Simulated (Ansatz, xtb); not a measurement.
**Ranking isomers of ClF2H3OSi2**

3 gas-phase structures of ClF2H3OSi2, found in a search over its isomers (lower ones may exist). Each was relaxed with GFN2-xTB; where two conformers were screened, the lower at r2SCAN-D4/def2-SVP//GFN2-xTB is listed:

A. `F[Si](F)(Cl)O[SiH3]`, a singlet
B. `F[SiH2]O[Si@H](F)Cl`, a singlet
C. `F[SiH](F)O[SiH2]Cl`, a singlet

**Question.** Make a reasoned guess at their ranking by r2SCAN-D4/def2-SVP//GFN2-xTB single-point energy.

**Answer.** Calculated order at r2SCAN-D4/def2-SVP//GFN2-xTB: C (0.0), B (1.7), A (2.0) kcal/mol. Less than 1 kcal/mol parts B and A, so the order within that pair means little.

Energies above the lowest of each column, in kcal/mol; the last columns are at r2SCAN-D4/def2-SVP geometries:

```csv
structure,GFN2-xTB,HF/STO-3G,r2SCAN-D4/def2-SVP//GFN2-xTB,r2SCAN-D4/def2-SVP,CCSD(T)/def2-SVP + ΔMP2/def2-TZVPP
C,0.0,0.1,0.0,0.0,0.0
B,0.9,3.6,1.7,1.2,1.7
A,12.2,0.0,2.0,1.5,2.5
```

Every level run on C puts it lowest or level with the lowest. Flexible structures stand in one conformer each, not always the lowest. ΔMP2 is the change of the MP2 energy from the smaller to the larger basis.

Programs: Ansatz 0.2.0, xtb 6.7.1.
